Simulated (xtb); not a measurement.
I4Ta (SMILES [I][Ta+]([I])([I])[I]), charge +1, singlet, geometry from GFN2-xTB (such geometries of metal compounds can be far from the true shape) (the multiplicity is a formal guess).

xtb was given this input:
```
$ xtb mol.xyz --gfn 2 --chrg 1 --vipea --json

# file mol.xyz
5

Ta    -0.00000000     0.00000000     0.00000000
I      2.11003522    -0.60975355    -1.50846892
I      0.78869445     0.38742437     2.51543036
I     -1.14079482     2.22296751    -0.92548858
I     -1.75793485    -2.00063833    -0.08147287
```

What vertical electron affinity (with the method's empirical shift) does GFN2-xTB in xtb give?

7.65 eV

What is the computed vertical ionisation energy (with the method's empirical shift) (GFN2-xTB)?

14.45 eV
